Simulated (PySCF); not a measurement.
A side-by-side comparison of computed properties.

First species: C₃HF₂NS.
Cartesian coordinates in Å at the PBE0-D3(BJ)/def2-SVP level; atoms count from 1:
```
atom  x, y, z in Å
F1    -1.4242    1.7576    0.4664
C2    -0.5810    0.7488    0.4326
N3     0.4834    0.7300    1.2560
C4     1.1913   -0.3410    1.0713
S5     0.6029   -1.4296   -0.1396
C6    -0.7028   -0.3266   -0.4044
F7    -1.6412   -0.5516   -1.2965
H8     2.1029   -0.5775    1.6239
```

Second species: C4H10OSe.
Structure used (PBE0-D3(BJ)/def2-SVP), in Å, numbered top down from 1:
```xyz
16
C4H10OSe angstrom
C      3.152    0.081   -0.393
C      2.255   -0.270    0.784
C      0.884   -0.784    0.385
Se    -0.165    0.703   -0.388
C     -1.889   -0.108    0.034
O      0.020    1.892    0.734
H      3.311   -0.785   -1.056
H      4.139    0.424   -0.049
H      2.723    0.894   -1.001
H      2.098    0.619    1.418
H      2.740   -1.032    1.417
H      0.924   -1.593   -0.364
H      0.313   -1.129    1.260
H     -1.964   -1.105   -0.424
H     -1.952   -0.162    1.129
H     -2.675    0.552   -0.355
```

Levels: wB97X-D/def2-SVPD for dipole moment, HOMO energy, LUMO energy, HOMO–LUMO gap, static isotropic polarisability and electronic spatial extent ⟨r²⟩ about the centre of nuclear charge; TDDFT wB97X-D/def2-SVPD for lowest singlet excitation; TDA wB97X-D/def2-SVPD for lowest triplet excitation (Tamm–Dancoff); ΔSCF wB97X-D/def2-SVPD for vertical ionisation energy; PBE0-D3(BJ)/def2-SVP for rotational constant A and rotational constant C. Geometries: PBE0-D3(BJ)/def2-SVP. Each structure is a single optimised conformer of the isolated species, non-relativistic unless stated. Electronic properties by PySCF.

Dipoles, sizes and rotational constants follow the conformer. The torsions of the flexible species, by atom-mapped SMILES:
- `[CH3:1][CH2:2][CH2:3][Se@@:4]([CH3:5])=[O:6]`: C1–C2–C3–Se4 -70°, C2–C3–Se4–C5 -156°

Q: Which has the higher rotational constant C?

A: The first: 1.436 GHz against 1.383 GHz, a difference of 0.053 GHz.

Q: Which has the higher T1 energy?

A: The second: 4.76 eV against 3.62 eV, a difference of 1.14 eV.

Q: Which has the higher dipole moment?

A: The second: 4.41 D against 2.66 D, a difference of 1.75 D.

Q: Which of the two has the higher static isotropic polarisability, and by how much?

A: The second: 82.7 au against 57.5 au, a difference of 25.2 au.

Q: Which of the two has the higher HOMO energy, and by how much?

A: The second: -8.47 eV against -9.24 eV, a difference of 0.77 eV.

Q: Which of the two has the higher vertical ionisation energy, and by how much?

A: The first: 9.58 eV against 8.61 eV, a difference of 0.97 eV.

Q: Which has the higher HOMO–LUMO gap?

A: The second: 10.10 eV against 9.60 eV, a difference of 0.50 eV.

Q: Which of the two has the higher rotational constant A, and by how much?

A: The second: 4.482 GHz against 3.374 GHz, a difference of 1.108 GHz.

On the first: The principal polarisabilities are 38.5, 65.3 and 68.7 au; their mean is the isotropic value. No computed singlet falls in the visible range (750 to 380 nm, 1.65 to 3.26 eV); S1 lies 2.13 eV above its blue end.

On the second: The vertical singlet–triplet gap S1 − T1 is 0.64 eV (TDDFT singlet less Tamm–Dancoff triplet; S1: HOMO→LUMO+1, weight 0.36, beside HOMO→LUMO, weight 0.23; T1: HOMO→LUMO+1, weight 0.40). S1 lies 4.70 eV below the HOMO–LUMO gap; its leading configuration is HOMO→LUMO+1, weight 0.36, beside HOMO→LUMO, weight 0.23. The calculation is non-relativistic and has no spin–orbit coupling, an omission that weighs most on selenium.
